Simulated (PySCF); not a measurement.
A structure optimised at r2SCAN-D4/def2-SVP, used in a PySCF frequency run:

```xyz
9

Mo     0.0476    -0.0775    -0.0003
O      1.4477    -0.2091     0.9258
N      0.4720    -0.0148    -1.6803
H      1.2322    -0.0662    -2.3614
F     -1.2403    -1.3787     0.3316
C     -0.7248     1.8340     0.3918
H      0.0092     2.6249     0.1732
H     -1.0018     1.8831     1.4594
H     -1.6152     1.9926    -0.2396
```
Charge 0, spin multiplicity 1.

Task: Write its SMILES and formula.

Result: [CH3][Mo](=[NH])(=[O])[F], CH4FMoNO

Task: What are its rotational constants (standard atomic weights)?

Result: 3.6021, 3.2122, 2.9504 GHz
